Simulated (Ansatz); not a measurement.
Born–Oppenheimer molecular dynamics of GaH3O (5 atoms, charge 0, multiplicity 1). It starts at the highest image of a converged band. Of that band: Neighbouring images differ by up to 1.9 eV, so the band resolves the path poorly. A vibrational analysis at the climbing image gives one clearly imaginary mode, 1810i cm⁻¹: a first-order saddle point.

Computed with UHF/def2-SVPD in Ansatz 0.2.0.

```yaml
ensemble: NVE (velocity Verlet)
time_step: 0.5 fs
steps_asked: 200
starting_velocities_drawn_for: 100 K
seed: 4018
```

First frame:

```xyz
5
Properties=species:S:1:pos:R:3
Ga 0.158 0.215 0.651
H -0.822 -0.049 -1.062
O 1.183 -0.759 -0.277
H 0.010 -0.481 -1.034
H -0.529 1.073 1.721
```

**Question.** How far do the bonds stretch over the last three quarters of this one trajectory? (Pairs bonded in most of those frames.)

**Answer.** 
| bond | mean (Å) | spread (Å) | shortest | longest |
| --- | --- | --- | --- | --- |
| Ga1–H2 | 1.662 | 0.157 | 1.37 | 1.96 |
| Ga1–O3 | 1.850 | 0.083 | 1.70 | 1.95 |
| Ga1–H5 | 1.652 | 0.111 | 1.49 | 1.85 |
| O3–H4 | 1.016 | 0.143 | 0.79 | 1.20 |

Mean temperature of the second half: 5458 K. The conserved energy wandered by up to 7.6 meV per atom (net 0.4 meV per atom), which is poor conservation. The kinetic energy rose, since the run started high on the potential surface and went downhill. A run of 0.1 ps of so small a system gives no equilibrium averages. The orbitals were unrestricted but ended closed-shell.

Run time: 5.4 min on 2 threads of Arm Neoverse N1, with other jobs on the host, peak memory 0.19 GiB.
